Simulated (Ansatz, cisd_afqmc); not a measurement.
System: C, charge -1, quartet.

Total energies in aug-cc-pVTZ, 5 correlated electrons, 1 frozen orbitals. Radicals and triplets start from unrestricted determinants; spin-orbit coupling is neglected. Correlated methods leave the cores frozen. No relativity. AFQMC is phaseless with a CISD trial state; ± is one standard error, without the phaseless bias. Outlying blocks are dropped, and bars are widened where a walk drifts. Over all cases where full CI ran beside it in this data, AFQMC minus full CI had a median of +0.1 mEh and passed +0.4 mEh in a tenth of the cases. Full CI freezes restricted core orbitals and the other rows unrestricted ones, which leaves a small offset even where coupled cluster is exact.

```json
[
 {"method": "HF", "program": "Ansatz", "energy (Eh)": "-37.70845", "error against FCI (mEh)": "119.09"},
 {"method": "MP2", "program": "Ansatz", "energy (Eh)": "-37.80605", "error against FCI (mEh)": "21.49"},
 {"method": "CCSD", "program": "Ansatz", "energy (Eh)": "-37.82186", "error against FCI (mEh)": "5.68"},
 {"method": "CCSD(T)", "program": "Ansatz", "energy (Eh)": "-37.82660", "error against FCI (mEh)": "0.94"},
 {"method": "CCSDT(Q)", "program": "Ansatz", "energy (Eh)": "-37.82763", "error against FCI (mEh)": "-0.09"},
 {"method": "CCSDTQ", "program": "Ansatz", "energy (Eh)": "-37.82764", "error against FCI (mEh)": "-0.10"},
 {"method": "AFQMC/CISD", "program": "cisd_afqmc", "energy (Eh)": "-37.8268 ± 0.0002", "error against FCI (mEh)": "0.8 ± 0.2"},
 {"method": "FCI", "program": "Ansatz", "energy (Eh)": "-37.82754", "error against FCI (mEh)": "0.00"}
]
```

Ansatz is a quantum-chemistry and plane-wave program.
